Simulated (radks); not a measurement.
Spherical quantum dot in the effective-mass picture: electrons in a hard-walled sphere of radius 8.06, all in effective atomic units (hartree* = m*/eps^2 hartree, bohr* = eps/m* bohr), one dielectric constant everywhere. Calculated with a radial shooting solver with Libxc functionals: non-relativistic Kohn-Sham, LDA (Slater exchange, Perdew-Wang correlation), spin-polarised, spherical densities. Levels are named by radial order and angular momentum (1s, 1p, 1d, 2s, ...), and open shells are averaged over m. Results are scaled to m* = 0.123 and eps = 5.1, for which hartree* = 128.7 meV and bohr* = 2.194 nm.

N = 14, configuration 1s2 1p6 1d(up 5, down 1). This is the lowest configuration that the search found. Occupied and some empty levels:

| level | occupation | eigenvalue (meV) | <r> (nm) |
|---|---|---|---|
| 1s up | 1 | 276.26 | 12.54 |
| 1s down | 1 | 279.34 | 12.48 |
| 1p up | 3 | 280.74 | 12.79 |
| 1p down | 3 | 283.89 | 12.76 |
| 1d up | 5 | 289.00 | 13.06 |
| 1d down | 1 | 292.21 | 13.05 |
| 1f up | 0 | 300.62 | 13.31 |
| 1f down | 0 | 303.87 | 13.31 |
| 2s up | 0 | 319.46 | 8.090 |
| 2s down | 0 | 320.73 | 8.023 |
| 2p up | 0 | 334.50 | 9.395 |
| 2p down | 0 | 336.20 | 9.346 |

Energy (meV): total 2099.27, kinetic 452.55, external 0, Hartree 1991.7, exchange-correlation -344.96.

Electron density:

| r (nm) | n(r) (e/nm^3) |
|---|---|
| 0.961 | 0.00001729 |
| 1.84 | 0.00002200 |
| 2.72 | 0.00003094 |
| 3.60 | 0.00004598 |
| 4.48 | 0.00007013 |
| 5.36 | 0.0001075 |
| 6.24 | 0.0001631 |
| 7.12 | 0.0002435 |
| 8.00 | 0.0003543 |
| 8.88 | 0.0004991 |
| 9.75 | 0.0006750 |
| 10.6 | 0.0008689 |
| 11.5 | 0.001050 |
| 12.4 | 0.001170 |
| 13.3 | 0.001174 |
| 14.2 | 0.001021 |
| 15.0 | 0.0007271 |
| 15.9 | 0.0003777 |
| 16.8 | 0.0001018 |
| 17.7 | 2.254e-07 |
